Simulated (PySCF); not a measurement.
Two species compared at the same levels of theory.

First species: C3H3FOSi.
Bonds: O1–C2 (double), C2–C3, C3–C4 (double), C4–F5, C4–Si6, C2–Si6. Hydrogens: H7 on C3; H8, H9 on Si6.

Second species: C₆H₅FO₂.
SMILES: `CC1=CC(=O)OC(F)=C1`

Levels: PBE0/def2-SVPD for dipole moment, HOMO energy, LUMO energy, HOMO–LUMO gap, static isotropic polarisability and electronic spatial extent ⟨r²⟩ about the centre of nuclear charge; TDDFT PBE0/def2-SVPD for lowest singlet excitation; TDA PBE0/def2-SVPD for lowest triplet excitation (Tamm–Dancoff); GFN2-xTB for rotational constant A and rotational constant C. Geometries: GFN2-xTB. Each structure is a single optimised conformer of the isolated species, non-relativistic unless stated; the electronic structure was computed with PySCF and density fitting.

Question: Which of the two has the higher static isotropic polarisability, and by how much?

Answer: The second: 77.8 au against 63.7 au, a difference of 14.1 au.

Question: Which of the two has the higher HOMO energy, and by how much?

Answer: The first: -7.03 eV against -7.13 eV, a difference of 0.10 eV.

Question: Which has the higher S1 energy?

Answer: The second: 4.65 eV against 3.40 eV, a difference of 1.25 eV.

Question: Which of the two has the higher T1 energy, and by how much?

Answer: The second: 3.08 eV against 2.89 eV, a difference of 0.19 eV.

Question: Which has the higher HOMO–LUMO gap?

Answer: The second: 5.37 eV against 5.30 eV, a difference of 0.07 eV.

Question: Which has the higher rotational constant A?

Answer: The first: 5.338 GHz against 2.023 GHz, a difference of 3.315 GHz.

Question: Which of the two has the higher rotational constant C, and by how much?

Answer: The first: 1.630 GHz against 0.946 GHz, a difference of 0.684 GHz.

Question: Which of the two has the higher ⟨r²⟩, and by how much?

Answer: The second: 1146 bohr² against 676 bohr², a difference of 470 bohr².

On the first: The principal polarisabilities are 45.0, 67.5 and 78.5 au; their mean is the isotropic value. The vertical singlet–triplet gap S1 − T1 is 0.51 eV (TDDFT singlet less Tamm–Dancoff triplet; S1: HOMO→LUMO, weight 0.97; T1: HOMO→LUMO, weight 0.92).

On the second: The principal polarisabilities are 47.4, 84.9 and 101.1 au; their mean is the isotropic value. In atomic units the dipole is 2.07 e·bohr (1 au = 2.5417 D).
